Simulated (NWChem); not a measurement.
System: CH3Mg, doublet; SMILES [CH3][Mg]

Computed with NWChem. Spin-unrestricted. Medium grid unless said otherwise, to which SCAN and Minnesota functionals are sensitive. In the optimisation the excess spin sits in a1 (C3v, its own frame). Structure relaxed at the PBE0/def2-SVP, spin-unrestricted level. This spin state was assumed; another may lie lower. No stability test was run on the SCF state. Total energies of different functionals are on different scales.

```json
[
 {"level": "B3LYP/def2-TZVP", "energy (Ha)": "-239.9880", "highest occupied level (eV)": "-4.54", "lowest empty minus highest occupied level, either spin (eV)": "2.16", "dipole (D)": "0.89", "<S²>": "0.754", "relative time": "1"},
 {"level": "PBE/def2-TZVP", "energy (Ha)": "-239.7774", "highest occupied level (eV)": "-3.90", "lowest empty minus highest occupied level, either spin (eV)": "1.16", "dipole (D)": "0.68", "<S²>": "0.752", "relative time": "1"},
 {"level": "M05-2X/def2-TZVP", "energy (Ha)": "-239.9495", "highest occupied level (eV)": "-5.39", "lowest empty minus highest occupied level, either spin (eV)": "3.14", "dipole (D)": "0.76", "<S²>": "0.755", "relative time": "1"},
 {"level": "MPW1K/def2-TZVP", "energy (Ha)": "-239.9514", "highest occupied level (eV)": "-5.38", "lowest empty minus highest occupied level, either spin (eV)": "3.87", "dipole (D)": "0.97", "<S²>": "0.756", "relative time": "1"},
 {"level": "B3PW91/def2-TZVP", "energy (Ha)": "-239.9211", "highest occupied level (eV)": "-4.62", "lowest empty minus highest occupied level, either spin (eV)": "2.51", "dipole (D)": "0.87", "<S²>": "0.754", "relative time": "1"},
 {"level": "CAM-B3LYP/def2-TZVP", "energy (Ha)": "-239.9348", "highest occupied level (eV)": "-5.80", "lowest empty minus highest occupied level, either spin (eV)": "4.42", "dipole (D)": "0.98", "<S²>": "0.756", "relative time": "5"},
 {"level": "M06-2X/def2-TZVP", "energy (Ha)": "-239.9173", "highest occupied level (eV)": "-5.44", "lowest empty minus highest occupied level, either spin (eV)": "2.93", "dipole (D)": "1.23", "<S²>": "0.754", "relative time": "1"},
 {"level": "MN15-L/def2-TZVP", "energy (Ha)": "-239.8512", "highest occupied level (eV)": "-3.81", "lowest empty minus highest occupied level, either spin (eV)": "0.94", "dipole (D)": "0.90", "<S²>": "0.756", "relative time": "1"}
]
```

Relative times are rough (shared machine, one core).
